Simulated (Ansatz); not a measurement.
Isolated molecules relaxed with PBE0-D4/def2-TZVP in Ansatz; ΔE leaves out vibrations. CCSD(T)/CBS adds triple-zeta CCSD(T) − MP2 to the extrapolated MP2 energy (def2 sets, frozen cores). DFT in def2-TZVPP. B3LYP here is the variant with VWN-RPA as its local correlation; programs differ in this. Each species was taken in one conformer, which may not be the lowest.

Consider the formal exchange of groups at the Si–Si bond: `[SiH3][SiH2][SiH3]` + `C[SiH2]Cl` → `[SiH3]C[SiH2]Cl` + `[SiH3][SiH3]`.

`[SiH3][SiH2][SiH3]`:

Cartesian coordinates in Å:
```
Si 0.360 1.915 -0.113
Si 0.050 -0.249 -0.945
Si -0.397 -1.733 0.806
H 0.646 2.879 -1.210
H 1.500 1.928 0.843
H -0.865 2.358 0.605
H 1.276 -0.686 -1.671
H -1.086 -0.256 -1.909
H -1.626 -1.305 1.527
H 0.739 -1.734 1.767
H -0.597 -3.118 0.301
```

`C[SiH2]Cl`:

Z-matrix (Å, degrees):
```
C
Si 1 1.857
H 1 1.092 2 110.8
H 1 1.094 2 110.0 3 119.8
H 1 1.092 2 110.8 3 -120.4
Cl 2 2.062 1 109.6 3 60.1
H 2 1.483 1 111.6 3 178.7
H 2 1.483 1 111.5 3 -58.5
```

`[SiH3]C[SiH2]Cl`:

```xyz
11

Si    0.735   -1.381   -0.503
C    -0.692   -0.223   -0.122
Si   -0.179    1.429    0.549
Cl   -1.838    2.593    0.929
H     0.228   -2.674   -1.034
H     1.635   -0.769   -1.516
H     1.523   -1.648    0.729
H    -1.273   -0.065   -1.036
H    -1.354   -0.706    0.605
H     0.556    1.280    1.828
H     0.659    2.164   -0.429
```

`[SiH3][SiH3]`:

```xyz
8

Si   -0.483    1.061    0.094
Si    0.483   -1.061   -0.094
H    -0.331    1.575    1.482
H     0.176    2.012   -0.840
H    -1.932    0.998   -0.234
H    -0.174   -2.011    0.843
H     1.933   -0.998    0.231
H     0.328   -1.576   -1.481
```

```
        level  ΔE (kJ/mol)
     B3LYP-D4          8.1
   r2SCAN0-D4          9.5
       B2PLYP          5.3
HF/def2-QZVPP         -1.2
```

(1) What does CCSD(T)/CBS give? (An estimate is asked.)

(2) What do rigid-rotor, harmonic-oscillator terms from PBE0-D4/def2-TZVP frequencies (298.15 K, 1 bar) make of the CCSD(T)/CBS value? (Best estimate.)

Largest T1 diagnostic among the species: 0.013.

Results:

(1) The calculation gave: +5.2 kJ/mol. The listed levels differ from it by 2.9, 4.3, 0.1, -6.4 kJ/mol.

(2) Computed: ΔZPE = -5.0 kJ/mol, ΔH = -0.4 kJ/mol, ΔS = -13 J/(mol·K), ΔG = +3.5 kJ/mol. Modes under 50 cm⁻¹ make the entropy rough.

From PBE to PBE0 (25 % exact exchange), in def2-TZVPP and without D4, ΔE moves by −3.5 kJ/mol. Leaving LDA and LC-ωPBE aside and taking each functional with its dispersion term where it has one, the values, not all of them listed here, spread over 16.3 kJ/mol, from ωB97M-V to PBE-D4. LDA lies −4.1 kJ/mol from PBE without D4.
